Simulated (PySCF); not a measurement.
# Ne²⁺ (neon, charge +2) across methods

[He] 2s2 2p4, high-spin 3P determinant. Computed with PySCF 2.14 in aug-cc-pwCVQZ (9s8p6d4f2g, 109 functions), with the non-relativistic Hamiltonian (point nucleus).

```tsv
method	E (hartree)	mean ε 2s β (eV)	mean ε 2p α (eV)	mean ε 2p β (eV)	Σ⟨r²⟩ (bohr²)	⟨S²⟩
CAM-B3LYP	-126.6395	-79.625	-61.774	-57.304	5.026	2.002
PBE0	-126.5733	-78.027	-60.344	-55.761	5.002	2.002
LDA	-125.8917	-74.674	-56.894	-52.165	5.051	2.001
PBE	-126.5552	-74.697	-56.799	-52.561	5.030	2.001
r2SCAN	-126.6302	-75.345	-58.077	-53.420	4.986	2.002
UHF	-126.37822	-86.439	-70.109	-64.134	4.959	2.004
r2SCAN0	-126.6302	-78.408	-61.265	-56.369	4.975	2.003
```

Estimate the same row for TPSSh.

E (hartree) = -126.6780; mean ε 2s β (eV) = -76.563; mean ε 2p α (eV) = -58.516; mean ε 2p β (eV) = -54.457; Σ⟨r²⟩ (bohr²) = 4.998; ⟨S²⟩ = 2.002.
